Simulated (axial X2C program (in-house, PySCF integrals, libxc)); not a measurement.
## Low determinants of GaTe⁻ at the PBE0 level, two-component

Computed with an in-house all-electron X2C program for linear molecules (integrals from PySCF). Two-component (2c) means X2C with spin–orbit coupling and atomic mean-field two-electron Coulomb and Gaunt terms. Basis: Te dyall-acv3z [12s13p9d5f1g], Ga dyall-acv3z [10s10p8d5f1g] (cores contracted in-house); Gaussian nuclei, density fitting, unrestricted open shells. Masses: Te 129.906 u, Ga 68.926 u.

Search at 2.450 Å (vertical energies from the lowest determinant):

| ΔE (eV) | state | electrons beyond evenly filled partner blocks | electrons in ±ω = 1/2, 3/2, 5/2, 7/2 |
| --- | --- | --- | --- |
| 0.00 | Ω = 0 | none | 54 24 6 0 |
| 2.22 | Ω = 2 | ω = 1/2, ω = 3/2 | 53 25 6 0 |
| 2.32 | Ω = 1 | 2 × ω = 1/2 | 54 24 6 0 |
| 2.42 | Ω = 1 | ω = -1/2, ω = 3/2 | 53 25 6 0 |
| 2.52 | Ω = 1 | ω = -1/2, ω = 3/2 | 55 23 6 0 |
| 2.59 | Ω = 3 | 2 × ω = 3/2 | 54 24 6 0 |
| 2.60 | Ω = 2 | ω = 1/2, ω = 3/2 | 55 23 6 0 |

Lowest determinant, Ω = 0 (closed shell): Re = 2.480 Å, ωe = 249.7 cm⁻¹.

The determinant in row 2 of the search, Ω = 2 (⟨Sz⟩ = 0.94, ⟨Lz⟩ = 1.06 at PBE0), was followed along the bond at PBE0; measured from the minimum of the lowest determinant it gives:

Te = 2.181 eV (17595 cm⁻¹), Re = 2.576 Å, ωe = 160.2 cm⁻¹.

(1) Compare the bond of the determinant in row 2 with that of the lowest one.

The search compares states at one distance, so a state with another bond length can lie lower; it is not exhaustive and yields mostly the lowest determinant of each block pattern, so other components and higher states of one pattern are missing. These are energies of single determinants, not of spin-adapted states; PBE0 term energies can be off by some tenths of an eV, and the functional has no current term. Open-shell Ω = 0 determinants with evenly filled partner blocks cannot be reached by this program, so the Ω shown need not be the lowest component. For an anion, determinants above electron detachment are held by the basis set. Row 2 has a positive highest level at its minimum.

## Answers

(1) At PBE0 its Re is 0.096 Å longer and its force constant, which goes as ωe², is 0.41 times that of the lowest determinant. T0 ≈ Te + Δωe/2 = 17595 + (-45) = 17550 cm⁻¹.
